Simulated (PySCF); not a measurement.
Ga(Cl)2(SH) (Cl₂GaHS), SMILES [SH][Ga]([Cl])[Cl]. Geometry optimised at B3LYP-D3(BJ)/def2-SVP. The structure was generated by enumeration; whether it is a known compound was not checked. One conformer was computed; it need not be the lowest.

Computed with PySCF 2.14.0 with B3LYP-D3(BJ)/def2-SVP.

Harmonic wavenumbers (cm⁻¹): 108, 125, 130, 267, 356, 447, 453, 721, 2669. Rotational constants (GHz): 2.087, 2.056, 1.036; symmetry number 1.

**Question.** Work out the zero-point energy and the ideal-gas rigid-rotor harmonic-oscillator thermochemistry at 298.15 K and 1 atm.

**Answer.** ZPE = ½ Σ hcν = ½ × 5275 cm⁻¹ = 7.54 kcal/mol. H − E(el) = 12.13 kcal/mol. Entropy in cal/(mol K): translation 41.36, rotation 28.67, vibration 13.90, total 83.94. G − E(el) = -12.90 kcal/mol. Cp = 20.55 cal/(mol K). Modes under 150 cm⁻¹ make the vibrational entropy uncertain.
